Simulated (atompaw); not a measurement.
## What one change does to a pseudopotential (gallium, PAW (atompaw))

Ga (Z = 31), PAW, made with atompaw 4.2.0.5 (PBEsol, scalar-relativistic). Core [Ar] 3d10, reference 4s1 4p2. Waves: 4s (bound): rc 1.75 bohr; 4s channel at -0.3 Ry: rc 2.10 bohr; 4p (bound): rc 2.10 bohr; 4p channel at 2.4 Ry: rc 2.10 bohr. Local part: bessel scheme, radius 1.50 bohr. Core correction: smooth core density matched at 1.60 bohr. Augmentation charge: sinc compensation charge, radius 2.05 bohr; PAW radius 2.10 bohr; waves and projectors: custom rrkj vanderbiltortho.

Change: augmentation sinc compensation charge, radius 2.05 bohr; PAW radius 2.10 bohr; waves and projectors: custom polynom vanderbiltortho.

Cutoffs: the cutoffs (Ry, on a coarse ladder) from which the occupation-weighted sum of valence levels, in a spherical-Bessel basis at the reference potential, stays within 10 and 1 mRy of its value at 400 Ry; they do not see the model core or the augmentation charge, which bear on the density cutoff.

What does the change do?

The potential gets harder (6 Ry and 12 Ry → 6 Ry and 15 Ry); neither file shows a bound ghost.

```csv
quantity,base,changed
"cutoff, loose",6 Ry,6 Ry
"cutoff, tight",12 Ry,15 Ry
bound ghosts,none,none
s: phases at 2.10 bohr within 0.05 rad from the reference energy up to (Ry; the scan ends near 5),2.3,1.4
p: phases at 2.10 bohr within 0.05 rad from the reference energy up to (Ry; the scan ends near 5),to the end of the scan,to the end of the scan
lowest overlap eigenvalue by channel,"s 0.03, p 0.63","s 0.01, p 0.43"
```

 The cutoffs see the waves, projectors and local potential, not the compensation charge or the core.
